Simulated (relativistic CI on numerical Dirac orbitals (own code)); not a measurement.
**Pt²⁺ (5d8) in a crystal field**

Calculated by Dirac-Coulomb-Breit CI, orbitals from a KLI potential per configuration, a model potential for QED, valence Slater integrals scaled by 0.85, one configuration in a parametric crystal field (own radial code).

Field parameters in Wybourne normalisation: Oh B⁴₀ = 21Dq, B⁴₄ = √(5/14) B⁴₀. The field is a parameter set, without covalency.

S and J are read from ⟨S²⟩ = S(S + 1) and ⟨J²⟩ = J(J + 1) of each level; they are not fictitious spins.

Oh, 10Dq = 5500 cm⁻¹, the lowest 16 levels:

```csv
E (cm⁻¹),Degeneracy,Irrep,S,J
0.0,3,T2,0.98,3.91
3810,2,E,0.95,3.91
4859,3,T1,0.97,3.95
6551,1,A1,0.95,3.94
9111,2,E,0.60,2.24
9975,3,T2,0.84,2.51
11910,1,A2,1.00,3.00
13770,3,T1,1.00,3.01
14929,3,T2,0.79,2.69
18042,3,T2,1.00,2.04
21339,1,A1,0.72,2.02
22385,2,E,0.99,2.05
23480,2,E,0.52,3.16
24201,3,T1,0.92,1.65
24465,1,A1,0.45,3.25
25563,3,T1,0.27,3.77
```

Oh, 10Dq = 9950 cm⁻¹, the lowest 16 levels:

```csv
E (cm⁻¹),Degeneracy,Irrep,S,J
0.0,3,T2,0.99,3.79
6927,2,E,0.82,3.59
9107,3,T1,0.97,3.86
11130,2,E,0.66,2.81
11813,1,A1,0.88,3.76
13050,3,T2,0.89,2.70
15226,1,A2,1.00,3.00
18568,3,T1,0.99,2.97
20341,3,T2,0.73,2.45
21587,3,T2,0.93,2.33
23719,1,A1,0.44,3.49
25152,2,E,0.70,2.81
28194,3,T1,0.45,3.33
28584,1,A1,0.81,1.78
29402,2,E,0.97,2.18
30235,3,T1,0.81,2.55
```

Oh, 10Dq = 14350 cm⁻¹, the lowest 16 levels:

| E (cm⁻¹) | Degeneracy | Irrep | S | J |
| --- | --- | --- | --- | --- |
| 0.0 | 3 | T2 | 0.99 | 3.70 |
| 8963 | 2 | E | 0.54 | 3.10 |
| 13384 | 3 | T1 | 0.97 | 3.79 |
| 14051 | 2 | E | 0.84 | 3.43 |
| 15891 | 1 | A1 | 0.73 | 3.49 |
| 16679 | 3 | T2 | 0.92 | 2.81 |
| 18948 | 1 | A2 | 1.00 | 3.00 |
| 23426 | 3 | T1 | 0.98 | 2.84 |
| 24438 | 3 | T2 | 0.88 | 2.16 |
| 26279 | 1 | A1 | 0.54 | 3.78 |
| 26549 | 3 | T2 | 0.66 | 2.68 |
| 27851 | 2 | E | 0.81 | 2.58 |
| 32056 | 3 | T1 | 0.26 | 3.70 |
| 34343 | 1 | A1 | 0.90 | 1.51 |
| 36526 | 3 | T1 | 0.93 | 2.29 |
| 36973 | 2 | E | 0.97 | 2.25 |

The free-ion ground term has S = 1. Every field shown keeps that spin.

Levels of this model without a field, named by their leading LS term: 3F_4 0, 1D_2 7173, 3F_3 9091, 3P_2 15599, 3P_0 17932, 3P_1 20061, 1G_4 22462, 1D_2 25037 cm⁻¹.
